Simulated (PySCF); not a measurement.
B(H)2(iPr) (C3H9B), SMILES BC(C)C.

Geometry optimised at ωB97X-D3(BJ)/def2-SVP. The structure was generated by enumeration, and PubChem lists no compound with its InChIKey, so it may never have been made.

Level of theory: ωB97X-D3(BJ)/def2-SVP (PySCF 2.14.0).

No scaling factor is applied to the harmonic values.

Computed normal modes with their intensities:
| mode | ν (cm⁻¹) | IR (km/mol) | Raman (Å⁴/amu) | depolarisation | moving atoms (share of kinetic energy) |
|---|---|---|---|---|---|
| 1 | 213 | 1.4 | 1.4 | 0.62 | H 81 %, C 11 % |
| 2 | 216 | 0.0 | 0.1 | 0.75 | H 96 % |
| 3 | 232 | 0.4 | 5.3 | 0.75 | H 94 % |
| 4 | 315 | 1.4 | 1.9 | 0.53 | H 56 %, C 41 % |
| 5 | 343 | 1.3 | 1.0 | 0.75 | H 50 %, C 32 %, B 18 % |
| 6 | 366 | 0.2 | 0.1 | 0.59 | C 50 %, H 43 % |
| 7 | 739 | 4.5 | 6.9 | 0.15 | H 41 %, B 30 %, C 29 % |
| 8 | 834 | 6.4 | 2.0 | 0.75 | H 73 %, B 21 % |
| 9 | 879 | 11.2 | 8.6 | 0.21 | H 76 %, C 21 % |
| 10 | 924 | 4.6 | 0.1 | 0.75 | H 88 %, C 11 % |
| 11 | 986 | 18.3 | 6.3 | 0.75 | H 58 %, C 29 %, B 13 % |
| 12 | 989 | 0.0 | 3.9 | 0.75 | H 69 %, C 30 % |
| 13 | 1077 | 34.9 | 3.7 | 0.69 | H 67 %, B 22 %, C 10 % |
| 14 | 1166 | 0.6 | 5.1 | 0.75 | H 54 %, C 44 % |
| 15 | 1194 | 4.7 | 2.1 | 0.54 | H 61 %, C 38 % |
| 16 | 1225 | 23.2 | 4.9 | 0.74 | H 83 %, B 9 % |
| 17 | 1290 | 0.3 | 7.5 | 0.75 | H 59 %, C 41 % |
| 18 | 1353 | 20.4 | 2.1 | 0.42 | C 52 %, H 33 %, B 15 % |
| 19 | 1404 | 2.0 | 1.9 | 0.75 | H 74 %, C 26 % |
| 20 | 1418 | 0.4 | 0.8 | 0.71 | H 77 %, C 23 % |
| 21 | 1468 | 0.0 | 28.2 | 0.75 | H 97 % |
| 22 | 1483 | 5.5 | 0.9 | 0.75 | H 95 % |
| 23 | 1488 | 17.4 | 2.2 | 0.75 | H 96 % |
| 24 | 1495 | 6.9 | 24.3 | 0.75 | H 94 % |
| 25 | 2564 | 117.5 | 133.1 | 0.09 | H 95 % |
| 26 | 2652 | 155.8 | 52.6 | 0.75 | H 88 %, B 12 % |
| 27 | 2919 | 36.5 | 98.2 | 0.25 | H 93 % |
| 28 | 3053 | 29.1 | 0.2 | 0.74 | H 97 % |
| 29 | 3056 | 28.7 | 237.1 | 0.00 | H 97 % |
| 30 | 3137 | 0.0 | 8.8 | 0.75 | H 90 %, C 10 % |
| 31 | 3138 | 49.8 | 127.2 | 0.75 | H 91 %, C 9 % |
| 32 | 3157 | 15.6 | 48.6 | 0.75 | H 90 %, C 10 % |
| 33 | 3158 | 29.4 | 82.6 | 0.71 | H 91 %, C 9 % |
